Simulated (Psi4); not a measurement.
F₃OSi, doublet, geometry from GFN2-xTB; CCSD(T)/STO-3G (Psi4).

The Psi4 input:
```
memory 2 GB

molecule {
0 2
O     1.63806956   -0.17665341    0.19951219
Si    0.09099432   -0.00981305    0.01108285
F    -0.34921159    1.48117889   -0.30939957
F    -0.74988398   -0.42632996    1.29131116
F    -0.49851299   -0.88255894   -1.17649576
}

set {
  basis sto-3g
  reference uhf
}

energy('ccsd(t)')
print_variables()
```

The log (banner, timings and long lists left out):

```
   => Loading Basis Set <=

    Name: STO-3G
    Role: ORBITAL
    Keyword: BASIS

         ---------------------------------------------------------
                                   SCF
               by Justin Turney, Rob Parrish, Andy Simmonett
                          and Daniel G. A. Smith
                              UHF Reference
         ---------------------------------------------------------

  ==> Geometry <==

    Molecular point group: c1
    Full point group: C1

    Geometry (in Angstrom), charge = 0, multiplicity = 2:

       Center              X                  Y                   Z               Mass
    ------------   -----------------  -----------------  -----------------  -----------------
         O            1.653970661895    -0.178368221918     0.201448900884    15.994914619570
         SI           0.106895421895    -0.011527861918     0.013019560884    27.976926534650
         F           -0.333310488105     1.479464078082    -0.307462859116    18.998403162730
         F           -0.733982878105    -0.428044771918     1.293247870884    18.998403162730
         F           -0.482611888105    -0.884273751918    -1.174559049116    18.998403162730

  Running in c1 symmetry.

  Rotational constants: A =      0.13948  B =      0.13899  C =      0.13899 [cm^-1]
  Rotational constants: A =   4181.64513  B =   4166.84886  C =   4166.84885 [MHz]
  Nuclear repulsion =  258.150408899195781

  Charge       = 0
  Multiplicity = 2
  Electrons    = 49
  Nalpha       = 25
  Nbeta        = 24

  ==> Algorithm <==

  SCF Algorithm Type is PK.
  DIIS enabled.
  MOM disabled.
  Fractional occupation disabled.
  Guess Type is SAD.
  Energy threshold   = 1.00e-08
  Density threshold  = 1.00e-08
  Integral threshold = 1.00e-12

  ==> Primary Basis <==

  Basis Set: STO-3G
    Blend: STO-3G
    Number of shells: 17
    Number of basis functions: 29
    Number of Cartesian functions: 29
    Spherical Harmonics?: true
    Max angular momentum: 1

  ==> Integral Setup <==

  Using in-core PK algorithm.
   Calculation information:
      Number of atoms:                   5
      Number of AO shells:              17
      Number of primitives:             51
      Number of atomic orbitals:        29
      Number of basis functions:        29

      Integral cutoff                 1.00e-12
      Number of threads:                 1

  Performing in-core PK
  Using 189660 doubles for integral storage.
  We computed 10252 shell quartets total.
  Whereas there are 11781 unique shell quartets.

  ==> DiskJK: Disk-Based J/K Matrices <==

    J tasked:                  Yes
    K tasked:                  Yes
    wK tasked:                  No
    Schwarz Cutoff:          1E-12

  Minimum eigenvalue in the overlap matrix is 3.3205304458E-01.
  Reciprocal condition number of the overlap matrix is 1.8882388704E-01.
    Using symmetric orthogonalization.

  ==> Pre-Iterations <==

  SCF Guess: Superposition of Atomic Densities via on-the-fly atomic UHF (no occupation information).

   -------------------------
    Irrep   Nso     Nmo
   -------------------------
     A         29      29
   -------------------------
    Total      29      29
   -------------------------

  ==> Iterations <==

                        Total Energy        Delta E     RMS |[F,P]|

   @UHF iter SAD:  -651.37209267909134   -6.51372e+02   0.00000e+00
   @UHF iter   1:  -653.46256965803798   -2.09048e+00   1.33449e-02 DIIS/ADIIS
   @UHF iter   2:  -653.60006597421489   -1.37496e-01   2.43515e-03 DIIS/ADIIS
   @UHF iter   3:  -653.60455121699044   -4.48524e-03   7.69637e-04 DIIS/ADIIS
   @UHF iter   4:  -653.60530833910900   -7.57122e-04   1.36480e-04 DIIS/ADIIS
   @UHF iter   5:  -653.60533576640717   -2.74273e-05   5.08848e-05 DIIS
   @UHF iter   6:  -653.60534031423754   -4.54783e-06   2.22737e-05 DIIS
   @UHF iter   7:  -653.60534137260538   -1.05837e-06   4.94704e-06 DIIS
   @UHF iter   8:  -653.60534142286895   -5.02636e-08   1.68294e-06 DIIS
[...]
  @UHF Final Energy:  -653.60534133045803
    Total Energy =                       -653.6053413304580317
[...]
             13   1         0.0214418717
             16   4         0.0203404766
             23   2        -0.0118156913
             15   3         0.0114835832
             21   3        -0.0108544127
             22   4        -0.0107240624
             17   0         0.0103473471
             13   4        -0.0062952613

    Largest TIJAB Amplitudes:
     24  23   2   1        -0.0135812782
     24  22   3   2        -0.0124940369
     22  18   2   0        -0.0119526171
     23  18   3   2         0.0117379368
     23  17   1   0         0.0107915090
     23  19   3   0        -0.0107184813
     16  15   3   2         0.0102763650
     24  20   1   0         0.0102158957
     24  21   3   0         0.0099464610
     16  14   3   1        -0.0096682917

    Largest Tijab Amplitudes:
     23  22   4   2        -0.0173744524
     23  22   2   1         0.0143335310
     23  15   2   0         0.0135665359
     15  14   3   2         0.0117725476
     22  15   1   0        -0.0115948681
     21  20   3   2        -0.0113790594
     21  18   4   2         0.0110554745
     22  20   2   1        -0.0110078322
     21  17   4   1        -0.0109047930
     21  20   2   0        -0.0104895294

    Largest TIjAb Amplitudes:
     22  22   0   1        -0.0347279420
     15  14   2   2        -0.0260703395
     24  23   0   1        -0.0241857686
     23  21   0   1        -0.0236029716
     17  15   1   0        -0.0230862707
     13  13   0   1        -0.0217269326
     14  15   1   3        -0.0211269230
     23  23   0   2         0.0208355456
     13  14   0   2         0.0207585883
     24  23   2   2        -0.0202042741

    SCF energy       (wfn)                    = -653.605341330458032
    Reference energy (file100)                = -653.605341330457691

    Opposite-spin MP2 correlation energy      =   -0.070453177601855
    Same-spin MP2 correlation energy          =   -0.016797720315355
    Singles MP2 correlation energy            =   -0.000000000000000
    MP2 correlation energy                    =   -0.087250897917210
      * MP2 total energy                      = -653.692592228374906

    Opposite-spin CCSD correlation energy     =   -0.086794718021708
    Same-spin CCSD correlation energy         =   -0.017817380003799
    Singles CCSD correlation energy           =   -0.000000000000000
    CCSD correlation energy                   =   -0.104612098025507
      * CCSD total energy                     = -653.709953428483232

            **************************
            *                        *
            *        CCTRIPLES       *
            *                        *
            **************************

    Wave function   =    CCSD_T
    Reference wfn   =      UHF

    Nuclear Rep. energy (wfn)                =  258.150408899195781
    SCF energy          (wfn)                = -653.605341330458032
    Reference energy    (file100)            = -653.605341330457691
    CCSD energy         (file100)            =   -0.104612098025507
    Total CCSD energy   (file100)            = -653.709953428483232

    Number of ijk index combinations:
    Spin Case AAA:                                2300
    Spin Case BBB:                                2024
    Spin Case AAB:                                7200
    Spin Case ABB:                                6900
    AAA (T) energy                             =   -0.000121322458945
    BBB (T) energy                             =   -0.000127124208203
    AAB (T) energy                             =   -0.002942086018371
    ABB (T) energy                             =   -0.003008128229902
    (T) energy                                   =   -0.006198660915420
      * CCSD(T) total energy                     = -653.716152089398634

  Variable Map:
  ----------------------------------------------------------------------------
[...]
  Array Variable Map:
  ----------------------------------------------------------------------------
[...]
[...]
```
